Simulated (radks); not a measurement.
Neutral rubidium inside a hard spherical wall (all orbitals vanish at R), configuration held at [Kr] 5s1 and not refilled when levels cross. All-electron calculation, scalar-relativistic Kohn-Sham, PBE, spin-polarised, spherical densities, point nucleus; open shells are filled with parallel spins first (spin-orbit coupling, left out, can overturn this in heavy ions). Program: a radial shooting solver on a logarithmic mesh with Libxc functionals. Eigenvalues in eV for spin up, with the zero of energy where the potential of the charges vanishes at infinity; a dash marks a level that is unbound or too diffuse for the functional's potential to be trusted. A positive occupied level is held by the wall or, in an anion where self-interaction has pushed it up, behind a barrier. The pressure on the wall is -dE/dV.

| R (bohr) | E (hartree) | kinetic (hartree) | e(3d) | e(4s) | e(4p) | e(5s) | e(5p, empty) | e(6s, empty) | pressure (GPa) |
|---|---|---|---|---|---|---|---|---|---|
| free | -2981.20150 | 3053.245 | -103.91 | -31.857 | -15.948 | -2.436 | -0.893 | - | 0 |
| 20 | -2981.20150 | 3053.245 | -103.91 | -31.857 | -15.948 | -2.436 | -0.889 | 0.011 | < 0.0001 |
| 15 | -2981.20137 | 3053.247 | -103.89 | -31.838 | -15.929 | -2.424 | -0.829 | 0.557 | 0.00111 |
| 7 | -2981.15429 | 3053.437 | -102.57 | -30.587 | -14.729 | -0.614 | 2.546 | 12.513 | 1.64 |
| 6 | -2981.10110 | 3053.618 | -101.84 | -29.929 | -14.112 | 1.083 | 5.215 | 20.234 | 5.15 |
| 4 | -2980.54409 | 3055.656 | -96.668 | -25.934 | -10.171 | 15.124 | 24.025 | 67.116 | 112 |
| 3.5 | -2979.97268 | 3057.779 | -92.461 | -22.896 | -6.900 | 26.672 | 37.931 | 98.438 | 314 |
| 3 | -2978.68216 | 3062.361 | -84.840 | -17.207 | -0.462 | 48.673 | 63.056 | 152.23 | 1010 |
